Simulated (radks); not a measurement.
All-electron atom: Sn V in [Kr] 4d10. Calculated with a radial shooting solver on a logarithmic mesh with Libxc functionals: non-relativistic Kohn-Sham, exchange-only LDA, spin-polarised, spherical densities, point nucleus; relativity is left out, which matters for an element this heavy.

Normalised radial functions P(r) = r R(r), r in bohr:

```
   r/bohr * 3d, o 4d (the largest magnitude, 1.81, reaches the edge; | marks zero, & curves that meet)
 0.001487                             &
  0.00169                             &
 0.001921                             &
   0.0022                             &
 0.002501                             &
 0.002842                             &
  0.00323                             &
 0.003701                             &
 0.004207                             &
 0.004781                             &
 0.005434                             &
 0.006225                             &
 0.007075                             &
 0.008042                             &
  0.00914                             &
  0.01047                             &
   0.0119                             &
  0.01353                             &
  0.01537                             &
  0.01761                             &
  0.02002                             &
  0.02275                             &
  0.02586                             o*
  0.02963                             o*
  0.03367                             o*
  0.03827                             |o*
  0.04349                             |o*
  0.04983                             |o *
  0.05664                             | o *
  0.06437                             | o  *
  0.07316                             |  o   *
  0.08382                             |  o     *
  0.09526                             |   o      *
   0.1083                             |    o        *
   0.1231                             |     o         *
    0.141                             |      o           *
   0.1602                             |       o             *
   0.1821                             |       o               *
    0.207                             |       o                 *
   0.2371                             |       o                  *
   0.2695                             |      o                   *
   0.3063                             |    o                    *
   0.3482                             |  o                    *
   0.3989                            o|                    *
   0.4533                         o   |                *
   0.5152                     o       |            *
   0.5856                  o          |         *
   0.6709                o            |     *
   0.7625              o              |   *
   0.8667             o               | *
    0.985              o              |*
    1.128               o             |*
    1.283                 o           *
    1.458                   o         *
    1.657                     o       *
    1.898                       o     *
    2.157                         o   *
    2.452                           o *
    2.787                            o*
    3.193                            o*
    3.629                             &
```

3d: eigenvalue -520.34 eV, 0 radial nodes, <r> = 0.315 bohr, 90 % of the charge inside 0.496 bohr. 4d: eigenvalue -66.815 eV, 1 radial node at r = 0.388 bohr, <r> = 1.07 bohr, 90 % of the charge inside 1.64 bohr.
